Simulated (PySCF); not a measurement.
Isomers of C8H11BO, from PySCF 2.14.0, PBE0-D3(BJ)/def2-SVP geometry optimisation, gas phase. One conformer each, no zero-point energy, no frequencies.

Question: Which isomer lies lower at this level?
A. `[CH3:1][CH2:2][O:3][C:4]1=[CH:5][BH:6][CH:7]=[CH:8][CH:9]=[CH:10]1` with C1–C2–O3–C4 -179°, C2–O3–C4–C5 179°: A = 3360, B = 736.6, C = 608.8 MHz, dipole 4.01 D
B. `[CH3:1][O:2][C:3]1=[CH:4][CH:5]=[CH:6][CH:7]=[CH:8][B:9]1[CH3:10]` with C1–O2–C3–C4 0°: A = 1915, B = 1141, C = 721.7 MHz, dipole 2.47 D

Answer: B. That is `COC1=CC=CC=CB1C`, 8.4 kcal/mol below the other.

| SMILES | mapped SMILES | E (Eh) | relative (kcal/mol) | relative (kJ/mol) | dipole (D) |
| --- | --- | --- | --- | --- | --- |
| COC1=CC=CC=CB1C | [CH3:1][O:2][C:3]1=[CH:4][CH:5]=[CH:6][CH:7]=[CH:8][B:9]1[CH3:10] | -410.75267 | 0.0 | 0.0 | 2.47 |
| CCOC1=CBC=CC=C1 | [CH3:1][CH2:2][O:3][C:4]1=[CH:5][BH:6][CH:7]=[CH:8][CH:9]=[CH:10]1 | -410.73923 | 8.4 | 35.3 | 4.01 |
